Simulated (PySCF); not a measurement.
Pb(NH2)2 (H4N2Pb), SMILES [NH2][Pb][NH2] (connectivity only; charge and spin as stated), neutral, multiplicity 1. Atoms are numbered in the order given.

```xyz
7

Pb     0.0000     0.0000     0.2831
N      0.0000    -1.5601    -1.2025
H      0.0000    -2.5523    -0.9798
H      0.0000    -1.4170    -2.2098
N      0.0000     1.5601    -1.2025
H      0.0000     1.4170    -2.2098
H      0.0000     2.5523    -0.9798
```

Geometry: B3LYP-D3(BJ)/def2-SVP. The geometry has at least one imaginary mode, so it is a saddle point at that level. The def2 effective core potentials stand for the cores of Pb; spin–orbit coupling is left out. One conformer was computed; it need not be the lowest.

Method: B3LYP-D3(BJ)/def2-SVP run with PySCF.

Frequencies are harmonic and unscaled.

| mode | ν (cm⁻¹) | IR (km/mol) | moving atoms (share of kinetic energy) |
|---|---|---|---|
| 1 | 151i | 0.0 | H 80 %, N 20 % |
| 2 | 141 | 417.1 | H 80 %, N 20 % |
| 3 | 166 | 0.5 | N 65 %, H 30 % |
| 4 | 308 | 0.0 | H 100 % |
| 5 | 402 | 2.8 | H 99 % |
| 6 | 523 | 76.7 | N 75 %, H 18 % |
| 7 | 533 | 45.1 | N 79 %, H 15 % |
| 8 | 544 | 24.3 | H 84 %, N 15 % |
| 9 | 645 | 44.9 | H 77 %, N 22 % |
| 10 | 1484 | 1.3 | H 90 %, N 10 % |
| 11 | 1503 | 0.5 | H 90 %, N 10 % |
| 12 | 3530 | 0.8 | H 96 % |
| 13 | 3532 | 5.8 | H 96 % |
| 14 | 3646 | 6.9 | H 91 %, N 9 % |
| 15 | 3647 | 6.5 | H 91 %, N 9 % |
